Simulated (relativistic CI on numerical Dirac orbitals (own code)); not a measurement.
Calculated at this level of theory: Dirac-Coulomb-Breit CI, KLI orbitals optimised for each configuration, model QED, unscaled Slater integrals (own radial code, finite nucleus).

The strongest absorption lines from the ground level of an ion, among the configurations computed and to levels below about 1450 eV (vacuum wavelength in nm, gf): 0.85840 (0.63), 0.85931 (0.37), 0.86340 (0.25), 0.86358 (0.065), 2.9572 (0.11), 3.3010 (2), 3.4934 (1.5), 3.6807 (0.15).

Problem. Which ion is it?
A. Eu³⁸⁺
B. Lu⁴⁶⁺
C. Re⁵⁰⁺
D. Ho⁴²⁺

Solution. D. Ho⁴²⁺ has 25 electrons and the ground level 3s2 3p6 3d7 4F_9/2; the strongest line goes to 3s2 3p5 3d8 4D°_7/2. The pattern of lines fixes the number of electrons, and along that sequence the line energies rise steadily with the charge (about as its square where n changes within one kind of shell, about linearly where n is kept but much faster in heavy ions where fine structure, which grows about as Z⁴, sets the gap, and irregularly where shells cross), which fixes Z. Configurations outside the model, such as inner-shell arrays, can give stronger lines. At this charge energies of transitions that change n are usually good to better than 1 %, and those within a shell (Δn = 0) to a few per cent.

LS names give the leading component of a level, which can be under half, so a name can repeat, a term be missing and a line seem to break the LS rules.
